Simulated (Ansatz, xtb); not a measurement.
**From Si to Sn: the atomisation energy (no zero-point term)**

Gas-phase molecules, one atom swapped for its congeners: Si(OH)2; Ge(OH)2; Sn(OH)2. All are singlets with charge 0.

Shapes, held fixed at every level: PBE0-D4/def2-TZVP. Flexible molecules stand in one conformer, not always the lowest. Programs: Ansatz 0.2.0, xtb 6.7.1. Values in eV.

```json
{"level": "GFN0-xTB", "Si(OH)2": "19.50", "Ge(OH)2": "21.80", "Sn(OH)2": "21.30"}
{"level": "HF/def2-SVP", "Si(OH)2": "12.94", "Ge(OH)2": "11.34", "Sn(OH)2": "10.25"}
{"level": "PBE-D4/def2-TZVPP", "Si(OH)2": "20.34", "Ge(OH)2": "18.88", "Sn(OH)2": "18.09"}
{"level": "BHLYP-D4/def2-TZVPP", "Si(OH)2": "18.91", "Ge(OH)2": "17.20", "Sn(OH)2": "16.35"}
{"level": "r2SCAN0-D4/def2-TZVPP", "Si(OH)2": "19.30", "Ge(OH)2": "17.67", "Sn(OH)2": "16.80"}
{"level": "wB97M-V/def2-TZVPP", "Si(OH)2": "20.18", "Ge(OH)2": "18.40", "Sn(OH)2": "17.53"}
{"level": "CCSD(T)/def2-SVP", "Si(OH)2": "18.08", "Ge(OH)2": "16.67", "Sn(OH)2": "15.61"}
{"level": "CCSD(T)/def2-TZVPP", "Si(OH)2": "19.42", "Ge(OH)2": "17.88", "Sn(OH)2": "17.03"}
```

At CCSD(T)/def2-TZVPP the atomisation energy falls at every step, from 19.42 to 17.03 eV. 7 of 8 levels show this order throughout; 7 agree on the largest and the smallest. For atoms past krypton def2 sets carry core potentials with scalar relativity. Relativity is left out for Ge. Outer-core shells of Ge, Sn are correlated, in sets that cover them unevenly. GFN0-xTB strays far from the other rows. xTB rows lack spin polarisation. Spin-orbit coupling, which grows down the group, is left out (summed over each molecule's free atoms 0.04, 0.14, 0.33 eV). Coupled cluster in double- or triple-zeta sets underbinds by a few per cent against its basis-set limit.
